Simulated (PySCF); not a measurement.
## `Fc1cc(-c2ccncc2)c2ccccn12`, C₁₃H₉FN₂

Geometry (Å), atoms numbered from 1 in this order:
```xyz
25

F    -2.126   -3.292   -0.305
C    -1.379   -2.184   -0.194
C    -0.018   -2.042   -0.180
C     0.253   -0.661   -0.069
C     1.578   -0.067   -0.038
C     2.643   -0.735    0.571
C     3.893   -0.143    0.575
N     4.149    1.035    0.029
C     3.146    1.666   -0.558
C     1.856    1.169   -0.625
C    -0.981   -0.006   -0.001
C    -1.379    1.329    0.188
C    -2.705    1.645    0.240
C    -3.684    0.630    0.114
C    -3.308   -0.664   -0.036
N    -1.984   -0.979   -0.082
H     0.697   -2.834   -0.273
H     2.489   -1.692    1.045
H     4.737   -0.632    1.043
H     3.395    2.621   -1.003
H     1.087    1.716   -1.148
H    -0.619    2.084    0.304
H    -3.021    2.666    0.383
H    -4.731    0.883    0.149
H    -4.000   -1.488   -0.118
```

Method: PySCF 2.14.0, TDDFT CAM-B3LYP/def2-SVPD excited states, vertical, gas phase. Geometry: GFN2-xTB.

Give the one- and two-photon strengths of the lowest singlets.

δ for parallel linear polarisation; σ at the peak of a Lorentzian of half width 0.1 eV, single beam; Ω is circular over linear.
| state | E (eV) | f | photon λ (nm) | δ (au) | σ (GM) | Ω | main |
| --- | --- | --- | --- | --- | --- | --- | --- |
| S1 | 3.72 | 0.161 | 667 | 36.7 | 0.19 | 0.91 | HOMO→LUMO 0.84, HOMO→LUMO+1 0.14 |
| S2 | 4.37 | 0.266 | 567 | 2340 | 16.42 | 0.69 | HOMO→LUMO+1 0.76, HOMO→LUMO 0.13 |
| S3 | 4.99 | 0.002 | 497 | 215 | 1.96 | 0.90 | HOMO→LUMO+2 0.68 |
| S4 | 5.01 | 0.005 | 495 | 120 | 1.10 | 0.83 | HOMO−2→LUMO+1 0.34, HOMO−2→LUMO 0.28 |
| S5 | 5.15 | 0.023 | 481 | 1590 | 15.46 | 0.80 | HOMO→LUMO+4 0.43, HOMO−1→LUMO 0.32 |

Among these, the strongest one-photon state is S2, the strongest two-photon state S2, with a dipole change of 4.4 D (relaxed, norm of the difference vector).
